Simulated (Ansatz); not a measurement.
GaH4NS2 (`[NH2][Ga]([SH])[SH]`), relaxed with RKS PBE0-D4/def2-TZVP in Ansatz from a GFN2-xTB geometry. The force threshold is 0.005 eV/Å; the program also tests the step.

Charge 0, multiplicity 1.

Start:

```xyz
8

N    -0.935    1.565   -0.040
Ga   -0.003    0.000   -0.004
S     0.016   -1.153    1.907
S     0.946   -0.697   -1.899
H    -1.292    2.022    0.790
H    -0.895    2.231   -0.802
H     0.708   -2.169    1.394
H     1.454   -1.799   -1.346
```

```
step  energy (eV)  largest force (eV/Å)  largest move (Å)
   1  -75592.1271                 0.486             0.000
   2  -75592.1512                 0.121             0.033
   3  -75592.1521                 0.080             0.046
   4  -75592.1537                 0.050             0.028
   5  -75592.1540                 0.068             0.014
   6  -75592.1541                 0.008             0.007
   7  -75592.1541                 0.003             0.004
   8  -75592.1541                 0.004             0.005
```

End:

```xyz
8

N    -0.924    1.569   -0.036
Ga   -0.016    0.007   -0.003
S     0.011   -1.145    1.871
S     0.953   -0.675   -1.857
H    -1.291    2.003    0.794
H    -0.884    2.206   -0.813
H     0.736   -2.151    1.357
H     1.414   -1.813   -1.313
```

It took 20 s on 4 threads of a server CPU on a shared host, with 0.53 GiB of host memory at the peak.
